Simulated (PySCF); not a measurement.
## C₆ coefficients of unlike pairs at B3LYP

Calculated with PySCF 2.14 from the dipole response of each species, C₆(A,B) = (3/π) ∫ α_A(iu) α_B(iu) du, in atomic units, from isotropic polarisabilities. For ions this is the dispersion term alone; charge-induced terms of lower order in 1/R come first.

```csv
species,configuration,basis,relativity,α (bohr³),C₆ (like pair)
Ne⁺,[He] 2s2 2p5 (2P),aug-cc-pVTZ-DK (5s4p3d2f),spin-free X2C,1.341,2.380
Mo,[Kr] 4d5 5s1 (7S),aug-cc-pVDZ-PP with ECP28MDF (5s5p4d2f),core potential,74.53,749.7
Sb³⁺,[Kr] 4d10 5s2 (1S),aug-cc-pVTZ-DK3 (8s7p5d2f),spin-free X2C,10.39,44.95
Li,[He] 2s1 (2S),aug-cc-pVTZ (5s4p3d2f),none,142.5,1125
```

(1) Estimate C₆ for Li with Sb³⁺.

No spin-orbit coupling is included.

The other pairs:

```csv
pair,C₆
"Mo, Ne⁺",29.23
"Sb³⁺, Mo",167.3
"Li, Mo",819.5
"Li, Ne⁺",20.84
"Sb³⁺, Ne⁺",9.173
```

## Answers

(1) The integral gives 145.9. The combination rule 2 C_A C_B / (C_A α_B/α_A + C_B α_A/α_B) gives 144.9 and the geometric mean 224.9.
